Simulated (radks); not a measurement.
Results of a calculation; reference values are marked as such.
Problem. Ho4+, configuration [Xe] 4f8 6s1 (not the ground configuration). Level of theory: Dirac Kohn-Sham, BLYP, spin-unpolarised, spherical densities, point nucleus; open shells are shared between the two j in proportion to 2j + 1 (a radial shooting solver on a logarithmic mesh with Libxc functionals). Some entries of the table are withheld. Estimate them.

orbital     occ.  eigenvalue (hartree)  <r> (bohr)  <r^2> (bohr^2)
1s1/2          2             -2039.929     0.02073             (1)
2s1/2          2             -343.1196     0.08753        0.009109
2p1/2          2                   (2)     0.07290        0.006582
2p3/2          4                   (3)     0.08007        0.007805
3s1/2          2             -78.66621      0.2295             (4)
3p1/2          2             -71.47537      0.2192         0.05590
3p3/2          4             -64.89979      0.2327         0.06280
3d3/2          4             -52.57381      0.2054         0.04964
3d5/2          6             -51.13809      0.2096         0.05155
4s1/2          2             -17.54901      0.5166          0.3014
4p1/2          2                   (5)      0.5256          0.3145
4p3/2          4                   (6)      0.5558          0.3514
4d3/2          4              -8.47620      0.5824          0.3931
4d5/2          6              -8.20098      0.5928          0.4071
5s1/2          2              -3.84701       1.201           1.615
5p1/2          2              -2.99472       1.312           1.936
5p3/2          4              -2.75450       1.390           2.173
4f5/2    3.42857              -2.49733      0.7093          0.6261
4f7/2    4.57143              -2.45368      0.7171          0.6403
6s1/2          1              -1.32348       2.668           7.905

Solution. 
(1) 1s1/2 <r^2> (bohr^2): 0.0005880
(2) 2p1/2 eigenvalue (hartree): -326.6705
(3) 2p3/2 eigenvalue (hartree): -295.1736
(4) 3s1/2 <r^2> (bohr^2): 0.06030
(5) 4p1/2 eigenvalue (hartree): -14.68891
(6) 4p3/2 eigenvalue (hartree): -13.19188
